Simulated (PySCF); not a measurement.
Species: C6H14NP.
Geometry (PBE0-D3(BJ)/def2-SVP, Å), atoms numbered from 1 in this order:
```
atom  x, y, z in Å
C1    -2.7002    1.1018    0.8134
C2    -2.0334   -0.1646    0.3022
C3    -0.6929    0.1058   -0.3383
C4     0.3155   -0.9679   -0.5789
C5     0.0609   -2.4079   -0.2137
P6     0.8216    0.2480    0.7494
N7     1.7682    1.3413   -0.2322
C8     3.1855    1.0626   -0.3322
H9    -2.8586    1.8251   -0.0025
H10   -3.6801    0.8905    1.2676
H11   -2.0706    1.5920    1.5729
H12   -1.9226   -0.8831    1.1305
H13   -2.6873   -0.6618   -0.4378
H14   -0.7093    0.8883   -1.1061
H15    0.9027   -0.8266   -1.4931
H16    0.9987   -2.9830   -0.2279
H17   -0.6369   -2.8798   -0.9258
H18   -0.3718   -2.5149    0.7916
H19    1.5973    2.3059    0.0438
H20    3.3354    0.0720   -0.7910
H21    3.7377    1.0650    0.6301
H22    3.6655    1.8002   -0.9951
```

Theory: TDDFT CAM-B3LYP/def2-SVPD, vertical, gas phase, core orbitals frozen in the response in PySCF.

Excitation energies and transition dipoles (atomic units, axes of the coordinates) of those of the lowest 10 singlets that add 0.02 au or more to the mean polarisability:

```json
{"state": "S1", "ΔE (hartree)": "0.2027", "μx": "-0.422", "μy": "-0.311", "μz": "0.044"}
{"state": "S2", "ΔE (hartree)": "0.2069", "μx": "-0.357", "μy": "0.365", "μz": "0.030"}
{"state": "S3", "ΔE (hartree)": "0.2251", "μx": "-0.129", "μy": "-0.022", "μz": "0.064"}
{"state": "S4", "ΔE (hartree)": "0.2293", "μx": "-0.109", "μy": "0.091", "μz": "0.054"}
{"state": "S5", "ΔE (hartree)": "0.2472", "μx": "-0.406", "μy": "-0.135", "μz": "-0.083"}
{"state": "S6", "ΔE (hartree)": "0.2521", "μx": "0.347", "μy": "0.469", "μz": "0.084"}
{"state": "S7", "ΔE (hartree)": "0.2559", "μx": "0.532", "μy": "0.124", "μz": "0.832"}
{"state": "S8", "ΔE (hartree)": "0.2596", "μx": "-0.142", "μy": "0.021", "μz": "0.025"}
{"state": "S9", "ΔE (hartree)": "0.2634", "μx": "-0.284", "μy": "-0.105", "μz": "0.245"}
{"state": "S10", "ΔE (hartree)": "0.2713", "μx": "0.502", "μy": "0.285", "μz": "0.301"}
```

Q: What does each state add to αxx, αyy and αzz, and how do the sums compare with the full static tensor?

A: Each state adds 2 μα² / ΔE.

```tsv
state	αxx (au)	αyy (au)	αzz (au)
S1	1.76	0.96	0.02
S2	1.23	1.29	0.01
S3	0.15	0.00	0.04
S4	0.10	0.07	0.03
S5	1.33	0.15	0.06
S6	0.96	1.74	0.06
S7	2.21	0.12	5.41
S8	0.16	0.00	0.00
S9	0.61	0.08	0.46
S10	1.86	0.60	0.67
all 10 states	10.4	5.0	6.7
full response	124.1	106.9	91.1
share (%)	8	5	7
```

The rest comes from the higher roots of the same response equations.

Q: Give the full tensor and its principal values.

A: In au, rows and columns x, y, z:
```
x   124.1   7.0  -0.7
y     7.0 106.9   4.4
z    -0.7   4.4  91.1
```
Principal values 89.8, 105.7 and 126.6 au; mean 107.4 au (15.91 Å³).

Q: By how much does the contribution of these states grow at 532 nm?

A: With ω = 0.0856 hartree each state's term in the mean polarisability goes from f / ΔE² to f / (ΔE² − ω²), f = (2/3) ΔE |μ|²; the sum over all 10 states goes from 7.38 to 8.46 au, a rise of 1.08 au.

A one-level model with all 48 active electrons at a single energy would need ΔE = √(N/α) = 18.2 eV to give this α, against S1 at 5.52 eV.

Time: 3.4 min of wall time; peak memory 1.5 GiB. Hardware: one thread of an Arm Neoverse V2, shared host with 96 logical CPUs at a one-minute load of 18.

One conformer stands for the species.

Without π bonds the low states are Rydberg-like; a valence basis with one diffuse set may place them up to an eV too high.
